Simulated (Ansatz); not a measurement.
Computed with Ansatz on PBE0-D4/def2-TZVP structures; ΔE is electronic, products minus reactants. CBS: MP2 limit from def2 TZ/QZ plus the TZ coupled-cluster correction, frozen cores. This one scheme is used for every species. Functionals use def2-TZVPP. HSE06 is defined as in plane-wave codes. For Br outer-core shells are correlated without core-valence functions, which leaves a few kJ/mol of doubt a bond. Scalar relativity is left out up to krypton. One conformer a species, not always the lowest.

Reaction (redistribution): `O[SiH](F)[SiH2]Br` + `F[SiH]` → `O[SiH2][SiH2]Br` + `F[Si]F`

```tsv
level	ΔE (kJ/mol)	difference from CCSD(T)/CBS
revPBE-D4	-65.7	-2.9
BLYP-D4	-65.4	-2.6
r2SCAN-D4	-66.6	-3.8
B97M-V	-62.6	0.2
HSE06-D4	-65.3	-2.5
CAM-B3LYP-D4	-64.5	-1.7
PBE0	-66.0	-3.2
r2SCANh	-66.1	-3.3
LC-ωPBE	-66.3	-3.5
RPA@PBE/def2-TZVPP	-58.9	3.9
MP2/def2-SVP	-64.7	-1.9
CCSD/def2-SVP	-59.7	3.1
HF/def2-TZVPP	-54.5	8.3
MP2/def2-TZVPP	-66.3	-3.5
CCSD/def2-TZVPP	-60.4	2.4
HF/def2-QZVPP	-55.1	7.7
CCSD(T)/CBS	-62.8	0
```

Problem. What do rigid-rotor, harmonic-oscillator terms from PBE0-D4/def2-TZVP frequencies (298.15 K, 1 bar) make of the CCSD(T)/CBS value? (Best estimate.)

Solution. Computed: ΔZPE = +2.5 kJ/mol, ΔH = -61.0 kJ/mol, ΔS = 0 J/(mol·K), ΔG = -61.1 kJ/mol. Modes under 50 cm⁻¹ make the entropy rough.

Largest T1 diagnostic among the species: 0.015.

Leaving LDA and LC-ωPBE aside and taking each functional with its dispersion term where it has one, the values, not all of them listed here, spread over 7.4 kJ/mol, from PBE-D4 to BHLYP-D4. In def2-TZVPP, CCSD(T) changes the Hartree–Fock value by −7.7 kJ/mol (the triples alone add −1.8 kJ/mol) and MP2 by −11.8 kJ/mol.
